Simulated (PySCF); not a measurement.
C7H16Si, SMILES C=C[SiH2]CC(C)(C)C (GFN2-xTB optimised geometry):

```
24

C      2.723    -0.044     0.179
C      2.121     0.532     1.206
Si     0.260     0.706     1.457
C     -0.641    -0.123     0.000
C     -2.175    -0.123     0.000
C     -2.713    -0.869     1.221
C     -2.714     1.308     0.000
C     -2.663    -0.834    -1.269
H      3.798    -0.110     0.094
H      2.167    -0.482    -0.635
H      2.743     0.951     1.989
H     -0.072     0.073     2.743
H     -0.042     2.143     1.544
H     -0.304    -1.161    -0.060
H     -0.304     0.358    -0.923
H     -3.797    -0.951     1.168
H     -2.297    -1.873     1.270
H     -2.455    -0.344     2.137
H     -2.300     1.873    -0.833
H     -2.452     1.817     0.924
H     -3.798     1.305    -0.094
H     -3.750    -0.856    -1.303
H     -2.305    -0.321    -2.159
H     -2.301    -1.860    -1.297
```

Method: PBE0/def2-SVP run with PySCF.

Task: What are the frontier orbital energies and the dipole moment?

Result: HOMO-2 -8.62 eV, HOMO-1 -8.15 eV, HOMO -7.76 eV, LUMO -0.01 eV, LUMO+1 1.24 eV; dipole moment 0.67 D.

Meta-Löwdin charges at PBE0/def2-SVP: C1 -0.20, C2 -0.32, Si3 0.60, C4 -0.41, C5 0.09, C6 -0.30, C7 -0.30, C8 -0.30, H9 0.11, H10 0.10, H11 0.11, H12 -0.11, H13 -0.11, H14 0.10, H15 0.10, H16 0.10, H17 0.09, H18 0.10, H19 0.09, H20 0.10, H21 0.10, H22 0.09, H23 0.09, H24 0.09.
